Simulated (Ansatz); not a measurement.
The cluster Li3Si (the lowest doublet isomer of a short search) was relaxed with PBE-D4 (def2-TZVP) in Ansatz in these states: charge +1 singlet, neutral doublet, neutral quartet. The geometries follow in no particular order.

A:

```xyz
4

Li   -0.265    2.362    1.700
Li    0.394   -0.570   -2.046
Li   -0.087   -2.163    0.072
Si   -0.043    0.370    0.274
```

B:

```xyz
4

Li    1.8391   -1.3552    0.7141
Li   -1.8088    1.5655    0.0828
Li   -0.0630   -0.4247   -1.6007
Si    0.0328    0.2144    0.8038
```

C:

```
atom    x (Å)    y (Å)    z (Å)
 Li1  -0.1982   0.1063   2.4895
 Li2  -0.5918   1.9952  -1.3847
 Li3   0.7894  -2.1006  -1.1044
 Si4   0.0006  -0.0009  -0.0005
```

Judge from the bond lengths which geometry belongs to which state (an estimate).

A is the neutral quartet (Li2–Si4 2.541 Å, Li1–Si4 2.460 Å, Li3–Si4 2.541 Å); B is the neutral doublet (Li2–Si4 2.395 Å, Li1–Si4 2.395 Å, Li3–Si4 2.490 Å); C is the charge +1 singlet (Li2–Si4 2.500 Å, Li1–Si4 2.500 Å, Li3–Si4 2.500 Å).

A triplet lies near this restricted singlet, and broken spin symmetry wasn't tried. At PBE0-D4/def2-TZVP a doublet lies 0.55 eV below the neutral quartet. These are the stationary points nearest to one start from a short search; other shapes may lie lower in each state.
